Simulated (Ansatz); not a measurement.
Reaction (ligand exchange at a B–O bond): `OB(O)F` + `[SiH3]S` → `OB(F)S[SiH3]` + H₂O

Calculated with Ansatz (gas phase, PBE0-D4/def2-TZVP geometries, no zero-point term in ΔE). CCSD(T)/CBS is the MP2 limit (def2-TZVPP, def2-QZVPP) plus CCSD(T) − MP2 in def2-TZVPP, frozen cores. This one scheme is used for every species. Functionals use def2-TZVPP. B3LYP here is the variant with VWN-RPA as its local correlation; programs differ in this. Each species was taken in one conformer, which may not be the lowest.

```csv
level,ΔE (kJ/mol),difference from CCSD(T)/CBS
PBE-D4,57.2,-4.9
B3LYP-D4,67.1,5.0
ωB97X-V,65.7,3.6
B2PLYP,71.1,9.0
PBE0,66.3,4.2
MP2/def2-TZVPP,61.3,-0.8
CCSD/def2-TZVPP,71.2,9.1
CCSD(T)/def2-TZVPP,66.7,4.6
MP2/def2-QZVPP,58.7,-3.4
HF/CBS(def2),90.0,27.9
CCSD(T)/CBS,62.1,0
```

Largest T1 diagnostic among the species: 0.013.

The D4 term adds −8.6 kJ/mol with B3LYP and −4.7 kJ/mol with PBE0; it sums over pairs of atoms, weighted by their polarisabilities, and B3LYP, whose exchange is more repulsive, gets the larger term. From PBE to PBE0 (25 % exact exchange), in def2-TZVPP and without D4, ΔE moves by +3.9 kJ/mol.
